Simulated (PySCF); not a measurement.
**Correlation energy of Tl (thallium, neutral)**

[Xe] 4f14 5d10 6s2 6d1, 2D determinant (an excited configuration). All numbers are calculated (PySCF 2.14, a scalar-relativistic core potential, in aug-cc-pVTZ-PP with ECP60MDF (6s5p4d2f, 55 functions)). Frozen: 5s2 5p6 5d10; 3 electrons correlated.

| level | correlation energy (mhartree) |
| --- | --- |
| CCSD | -33.37 |
| (T) | -0.58 |
| CCSD(T) | -33.95 |
| CCSDT | -34.22 |

Diagnostics: T1 = 0.023, D1 = 0.0568, largest double amplitude 0.096.

Task: Is a single reference adequate?

Result: Mostly. T1 lies below 0.03, but a double amplitude of this size points to a near-degeneracy that CCSD handles and MP2 describes poorly.
